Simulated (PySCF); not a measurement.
# Computed spin Hamiltonian

Species: CH₁₀NSSi₃ (doublet state).
Structure used (GFN2-xTB), in Å, numbered top down from 1:
```
atom  x, y, z in Å
C1     2.6584    0.4985   -0.3886
S2     2.1274    1.2543    1.0447
Si3    0.3645    0.0991    1.5214
N4    -0.5900   -0.1563    0.1006
Si5   -1.0950    1.2179   -0.8708
Si6   -1.3193   -1.7300   -0.1457
H7     1.9729   -0.1066   -0.9481
H8     3.5227    0.9216   -0.8575
H9     0.8123   -1.1976    2.0118
H10   -0.2961    0.9201    2.5263
H11   -2.3165    1.7836   -0.2914
H12   -1.3302    0.7061   -2.2184
H13   -0.0209    2.2050   -0.8709
H14   -1.7639   -1.7911   -1.5338
H15   -2.4393   -1.8779    0.7871
H16   -0.2946   -2.7376    0.1221
```

The hyperfine couplings belong to this conformer and change with its torsions.

As a line formula: `[CH2]S[SiH2]N([SiH3])[SiH3]` [radical].

Method used: UKS B3LYP, pcH-1 on C H N S Si, non-relativistic, mean-field spin-orbit, GIAO in PySCF. One conformer (not necessarily the lowest) at the GFN2-xTB geometry, without solvent, vibrations or thermal averaging. GFN2-xTB frequencies show an imaginary mode (35i cm⁻¹), so this geometry is no minimum at that level. The geometry wasn't refined by DFT: couplings that depend on bond lengths, twists or pyramidal angles can differ widely from those at the functional's own minimum. Stability of the SCF solution: not tested.

```
g1, g2, g3                      : 2.00201, 2.00531, 2.00815
g_iso                           : 2.00516
Form of g                       : rhombic: the two nearest values differ by 46 % of g3 − g1
⟨S²⟩                            : 0.7541 (exact 0.7500)
α and β electrons               : 41, 40
HOMO–LUMO gap, α and β orbitals : 4.60, 5.73 eV
```

Hyperfine couplings atom by atom, in 10⁻⁴ cm⁻¹; T1 to T3 are the principal values of the dipolar part (1 × 10⁻⁴ cm⁻¹ = 2.998 MHz):

| atom | isotope | a_iso | of which spin–orbit | T1 | T2 | T3 | Mulliken spin population |
| --- | --- | --- | --- | --- | --- | --- | --- |
| C1 | 13C | 36.0 | 0.1 | -23.6 | -23.4 | 47.1 | 0.88 |
| S2 | 33S | 0.8 | -0.1 | -7.3 | -5.7 | 13.0 | 0.16 |
| Si3 | 29Si | 0.7 | 0.0 | -0.5 | 0.1 | 0.4 | 0.02 |
| N4 | 14N | 0.5 | 0.0 | -0.1 | 0.0 | 0.1 | 0.00 |
| Si5 | 29Si | 0.3 | 0.0 | -0.2 | 0.1 | 0.1 | 0.00 |
| Si6 | 29Si | 0.0 | 0.0 | -0.1 | 0.0 | 0.1 | 0.00 |
| H7 | 1H | -15.8 | 0.0 | -11.1 | -0.3 | 11.4 | -0.03 |
| H8 | 1H | -17.1 | 0.0 | -11.2 | -0.4 | 11.5 | -0.04 |
| H9 | 1H | 3.8 | 0.0 | -0.6 | -0.5 | 1.1 | 0.01 |
| H10 | 1H | -1.1 | 0.0 | -0.6 | -0.4 | 1.0 | 0.00 |
| H11 | 1H | 0.1 | 0.0 | -0.2 | -0.2 | 0.4 | 0.00 |
| H12 | 1H | 0.2 | 0.0 | -0.3 | -0.3 | 0.5 | 0.00 |
| H13 | 1H | -0.1 | 0.0 | -0.9 | -0.4 | 1.3 | 0.00 |
| H14 | 1H | 0.0 | 0.0 | -0.2 | -0.2 | 0.3 | 0.00 |
| H15 | 1H | 0.0 | 0.0 | -0.1 | -0.1 | 0.3 | 0.00 |
| H16 | 1H | 0.1 | 0.0 | -0.3 | -0.3 | 0.5 | 0.00 |

The Mulliken spin populations are largest on C1 (+0.88) and S2 (+0.16). The angles at C1 add up to 356.4°, so it is nearly planar; its axial dipolar tensor and the negative couplings of its protons fit spin in a p orbital normal to that plane.

Axes: g3 points within 8° of the S2–Si3 bond.

Under fast tumbling the dipolar parts average out, and these isotropic splittings remain: 1 × 1H (H8, I = 1/2, 2 lines) with 1.83 mT, 1 × 1H (H7, I = 1/2, 2 lines) with 1.69 mT, 2 × 1H (H9/H10, I = 1/2, 3 lines) with 0.15 mT and 1 × 14N (N4, I = 1, 3 lines) with 0.05 mT.

Means are taken over nuclei equivalent by connectivity, which assumes that they swap fast. H7 and H8 aren't averaged: C1 is flat or nearly so (angle sum 356°), and its turn about the short C1–S2 bond (1.71 Å) is taken as slow. Si5 and Si6, with what hangs on them, aren't averaged: N4 is flat or nearly so (angle sum 359°), and its turn about the short N4–Si3 bond (1.73 Å) is taken as slow. The 1H value of +4.1 MHz is a mean of couplings from -3.2 to 11.4 MHz in this one geometry, not an average over conformers.

The 13C coupling of C1 (107.9 MHz) shows only in satellite lines or after enrichment, since that isotope makes up about 1.07 % of natural carbon.

The spin density at the nucleus, in bohr⁻³, is negative for H8 (-0.0115), H7 (-0.0106) and Si3 (-0.0023), for instance. A restricted open-shell determinant has no negative spin density anywhere; here it arises because α and β orbitals differ (spin polarisation).
